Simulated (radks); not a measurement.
Task: Coherent X-ray form factor from a spherical all-electron density. Calculated with a radial shooting solver on a logarithmic mesh with Libxc functionals: scalar-relativistic Kohn-Sham, AM05, spin-polarised, spherical densities, point nucleus.

| sin(theta)/lambda (1/angstrom) | f0 (electrons) |
|---|---|
| 0.05 | 63.665 |
| 0.1 | 60.684 |
| 0.15 | 57.318 |
| 0.2 | 53.884 |
| 0.25 | 50.444 |
| 0.3 | 47.114 |
| 0.4 | 41.164 |
| 0.5 | 36.271 |
| 0.6 | 32.210 |
| 0.8 | 25.834 |
| 1 | 21.337 |
| 1.25 | 17.745 |
| 1.5 | 15.422 |
| 2 | 11.833 |

The species is in the configuration that NIST lists as its ground one. Which atom or ion scatters so?

Result: Neutral terbium, [Xe] 4f9 6s2. Extrapolating in s^2 from the first two rows gives f0(0) = 64.7, near the electron count 65; among species with that count, the fall with angle is slower the higher Z, and the table is that of Z = 65; from so few rows the species is fixed only to a neighbour or two.
